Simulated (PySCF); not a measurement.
Basis and Hamiltonian dependence of the excitation energy of Br⁺

Br⁺ [Ar] 3d10 4s2 4p4 (3P) → Br⁺ [Ar] 3d10 4s2 4p3 5s1 (5S). Calculated with PySCF 2.14 from differences of total energies of unrestricted determinants, without spin-orbit coupling. Values in eV.

```
                                                                         basis       Hamiltonian  functions     UHF     LDA    PBE0  MP2 (valence)  CCSD(T) (valence)
                                                  aug-cc-pVDZ-PP with ECP10MDF               ECP         32  10.680  11.254  11.274         10.754             10.778
                                                                aug-cc-pVDZ-DK     spin-free X2C         36  10.752  11.389  11.377         10.821             10.843
                                                                   def2-TZVPPD  non-relativistic         57  10.937  11.534  11.540         11.211             11.324
                                                                aug-cc-pVTZ-DK     spin-free X2C         59  10.781  11.402  11.394         11.087             11.200
aug-cc-pVTZ-PP with one added diffuse shell each of s, d, f type with ECP10MDF               ECP         68  10.744  11.289  11.318         11.052             11.165
                                                aug-cc-pwCVTZ-PP with ECP10MDF               ECP         96  10.751  11.303  11.329         11.074             11.190
```

Frozen in the all-electron rows: valence: [Ar] 3d10; with a core potential, the same shells as far as they lie outside it.

At CCSD(T) (valence), aug-cc-pVDZ-PP with ECP10MDF, aug-cc-pVDZ-DK lie more than 0.3 eV from the median of the rows with comparable relativity.

Non-relativistic rows lack the scalar-relativistic shift.

Reference for a calculation without spin-orbit coupling: 11.462 eV (measured, between term centres; NIST).
